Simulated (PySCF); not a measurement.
Work out the structure from these simulated measurements.

Formula: C5H11FO3Si.

| Quantity | Value |
| --- | --- |
| Dipole | 2.60 D [PBE0/pcSseg-1] |
| Rotational structure | rotational constants A, B, C: 1.269, 0.916, 0.729 GHz [GFN2-xTB] |
| 1H NMR | chemical shifts (computed TMS as zero) by class: 4.83 (1 H), 4.01 (3 H), 3.69 (3 H), 3.41 (1 H), 2.34 (3 H) ppm [GIAO PBE0/pcSseg-1] |
| NMR, other nuclei | isotropic shieldings of nuclei other than C and H, by class: -308 (1 O), 304 (1 O), 324 (1 O), 327 (1 F), 367 (1 Si) ppm [GIAO PBE0/pcSseg-1] |
| 13C NMR | chemical shifts (computed TMS as zero) by class: 214.5 (1 C), 88.3 (1 C), 60.8 (1 C), 53.5 (1 C), 31.4 (1 C) ppm [GIAO PBE0/pcSseg-1] |

The electronic properties come from PySCF, for the isolated species, density fitting. Levels stand in brackets. The structure is a single GFN2-xTB conformer in the gas phase; no vibrational or solvent corrections. NMR classes are plain means over equivalent atoms (diastereotopic ones count apart unless rotation or inversion swaps them), as if these changed places fast.

**Question.** Propose a structure and show how it fits.

**Answer.** Numbering: `[CH3:1][O:2][C@@H:3]([C:4]([CH3:5])=[O:6])[Si@H:7]([F:8])[O:9][CH3:10]`. Its formula, C5H11FO3Si, gives 1 degree of unsaturation: 0 rings and 1 π bond in the structure found. 5 carbons fall into 5 classes; from least to most shielded: ketone carbonyl carbon [C4] (214.5 ppm), sp3 carbon bound to oxygen [C3] (88.3 ppm), methoxy carbon [C1] (60.8 ppm), methoxy carbon [C10] (53.5 ppm), methyl carbon next to a carbonyl [C5] (31.4 ppm). Hydrogen classes from least to most shielded: 1 H on a fluorine-bound silicon, Si7 (4.83 ppm), 3 H on a methoxy carbon, C10 (4.01 ppm), 3 H on a methoxy carbon, C1 (3.69 ppm, a mean of values up to 0.7 ppm apart in this geometry), 1 H on an sp3 carbon bound to oxygen, C3 (3.41 ppm), 3 H on a methyl carbon next to a carbonyl, C5 (2.34 ppm, a mean of values up to 0.8 ppm apart in this geometry). The other shieldings belong to: -308 ppm, ketone oxygen [O6]; 304 ppm, silyl ether oxygen [O9]; 324 ppm, ether oxygen [O2]; 327 ppm, silicon-bound fluorine [F8]; 367 ppm, fluorine-bound silicon [Si7]. The optimised geometry has point group C1 and is an asymmetric top. Structure: `CO[C@@H](C(C)=O)[Si@H](F)OC`. Computed isomers that give other values at the same levels: `CC(=O)O[SiH2]O[C@@H](C)CF` (13C chemical shifts (computed TMS as zero) by class: 175.5 (1 C), 91.7 (1 C), 75.1 (1 C), 24.7 (1 C), 20.3 (1 C) ppm); `CCO[Si@@H](O)O[C@@H]1C[C@@H]1F` (13C chemical shifts (computed TMS as zero) by class: 76.9 (1 C), 61.0 (1 C), 52.6 (1 C), 20.7 (1 C), 14.8 (1 C) ppm); `C[C@@H](CF)[C@H](O[SiH3])C(=O)O` (13C chemical shifts (computed TMS as zero) by class: 182.3 (1 C), 87.1 (1 C), 72.8 (1 C), 46.7 (1 C), 11.2 (1 C) ppm). The assignments are read from this structure; whether some other isomer fits the data as well wasn't checked. The mirror image fits equally.

Shape of the structure used: `[CH3:1][O:2][C@@H:3]([C:4]([CH3:5])=[O:6])[Si@H:7]([F:8])[O:9][CH3:10]`: C1–O2–C3–C4 163°, O2–C3–C4–C5 17°, O2–C3–Si7–F8 61°, C3–Si7–O9–C10 172°.
